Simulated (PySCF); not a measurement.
Computed IR spectrum (relative IR intensity) of a molecule C5H8O. Geometry optimised at B3LYP-D3(BJ)/def2-SVP. The values are those of a single conformer. Method: PySCF with B3LYP-D3(BJ)/def2-SVP. No scaling factor is applied to the harmonic values.

```
ν (cm⁻¹)  relative intensity
--------  ------------------
99                       2.2
474                      2.6
562                      2.2
845                      4.8
969                      3.9
1150                      11
1159                      23
1287                     5.0
1335                     2.3
1420                     8.9
1468                     2.1
1866                     100
3031                     4.0
3038                     9.2
3043                      17
3103                     8.1
3107                      11
3114                     9.6
```

Pick the molecule that these values belong to.
A. O=C1CCCC1
B. C[C@H]1CC=CO1
C. CC#CCCO
D. C=C1C[C@@H](C)O1

A, O=C1CCCC1
